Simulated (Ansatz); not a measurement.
Gas-phase reaction in SMILES: CN(C)[Si](Cl)(Cl)Cl + 6 [H][H] (H2) → 2 C (CH4) + 3 Cl (HCl) + N (NH3) + [SiH4] (SiH4)
Each molecule is optimised on its own at B3LYP-D3(BJ)/def2-TZVP (Ansatz, a program for electronic structure), one conformer each, not searched for the lowest.

Property: energy of full hydrogenation (electronic energy difference), in kcal/mol. Correlated levels leave the core frozen unless marked. Spin-orbit coupling is left out. No relativistic terms. CBS marks a two-point X^-3 extrapolation of the correlation energy; Hartree-Fock from the larger set.

CCSD(T)/CBS(cc-pV(T+d)Z,cc-pV(Q+d)Z) (Ansatz) gives 20.2 kcal/mol.

### Question
Another calculation gave 9.7 kcal/mol. Which level was it?
A) PBE0/def2-TZVPD (Ansatz)
B) SVWN5/def2-TZVPD (Ansatz)
C) BHLYP/def2-TZVPD (Ansatz)
D) r2SCAN0/def2-TZVPD (Ansatz)

### Answer
A, PBE0/def2-TZVPD (Ansatz). The others give 3.8 (BHLYP), 17.3 (r2SCAN0), 20.1 (SVWN5) kcal/mol.
